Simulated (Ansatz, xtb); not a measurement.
AlBClH3N: which of two structures lies lower

We compare a, a doublet given by its coordinates, with b, `B[NH][Al][Cl]`, a doublet. Both are isolated molecules in the gas phase, relaxed with B3LYP-D3(BJ)/def2-SVP; the shapes shown needn't be the lowest conformers.

a (Å):

```yaml
atoms:
  - { symbol: Al, position_ang: [0.7073, 1.5683, 0.3707] }
  - { symbol: B, position_ang: [-0.7774, 0.0845, -1.2478] }
  - { symbol: Cl, position_ang: [0.9106, 0.4305, -1.9657] }
  - { symbol: N, position_ang: [-0.9157, 0.6898, -0.0263] }
  - { symbol: H, position_ang: [0.7506, 3.1327, 0.0261] }
  - { symbol: H, position_ang: [-1.7742, 0.5790, 0.5047] }
  - { symbol: H, position_ang: [-1.5082, -0.5990, -1.9064] }
```

Close contacts (Å): Al1–B2 2.65, Al1–Cl3 2.61, Al1–N4 1.89, B2–Cl3 1.87, B2–N4 1.37, Al1–H5 1.60, B2–H7 1.20, N4–H6 1.02.

b (Å):

```xyz
7

Al    1.4532    1.0158   -0.4455
B     1.6390   -1.7640    0.1170
Cl    0.3090    2.7237    0.1028
N     0.9836   -0.5439    0.3665
H     1.2996   -2.7807    0.6757
H     2.5575   -1.7767   -0.6746
H     0.2143   -0.5597    1.0365
```

Quicker runs give these differences E(b) − E(a): GFN2-xTB −0.609 eV; HF/STO-3G −1.368 eV (at GFN2-xTB geometries); r2SCAN-D4/def2-SVP −0.692 eV (at GFN2-xTB geometries).

Estimate E(b) − E(a) at the level CCSD(T)/def2-SVP + ΔMP2/def2-TZVPP.

Calculated at CCSD(T)/def2-SVP + ΔMP2/def2-TZVPP: E(b) − E(a) = −0.714 eV, so structure b lies lower.

The same difference at several levels:

```
                             level               geometry  E(b) − E(a) (eV)  departure from the last row (eV)  job, with rough time for the two
                          GFN2-xTB               GFN2-xTB              −0.609                            +0.105              optimisation, 0.29 s
                         HF/STO-3G               GFN2-xTB              −1.368                            −0.655              single point, 0.46 s
                r2SCAN-D4/def2-SVP               GFN2-xTB              −0.692                            +0.021               single point, 8.7 s
             B3LYP-D3(BJ)/def2-SVP  B3LYP-D3(BJ)/def2-SVP              −0.650                            +0.064                optimisation, 92 s
                       HF/def2-SVP  B3LYP-D3(BJ)/def2-SVP              −0.875                            −0.161           part of the CCSD(T) run
                      MP2/def2-SVP  B3LYP-D3(BJ)/def2-SVP              −0.653                            +0.061           part of the CCSD(T) run
                  CCSD(T)/def2-SVP  B3LYP-D3(BJ)/def2-SVP              −0.624                            +0.089                      single point
CCSD(T)/def2-SVP + ΔMP2/def2-TZVPP  B3LYP-D3(BJ)/def2-SVP              −0.714                                                  single point, 35 s
```

The levels shown agree on the order. The largest departure from CCSD(T)/def2-SVP + ΔMP2/def2-TZVPP is that of HF/STO-3G, 0.655 eV. The last row adds to CCSD(T) the change of the MP2 difference between the two basis sets, here −0.089 eV.

With harmonic frequencies from B3LYP-D3(BJ)/def2-SVP (ideal gas, rigid rotor, one conformer each, 298.15 K, 1 atm): on the last row, ΔE + ΔZPE = −0.649, ΔH = −0.639, ΔG = −0.680 eV.

Open shells are spin-unrestricted. The correlated steps freeze 12 core orbitals. Mirror images aren't counted in ΔG. Codes used: Ansatz 0.2.0, xtb 6.7.1; the last row on 1 thread of Arm Neoverse V1 on a shared host.
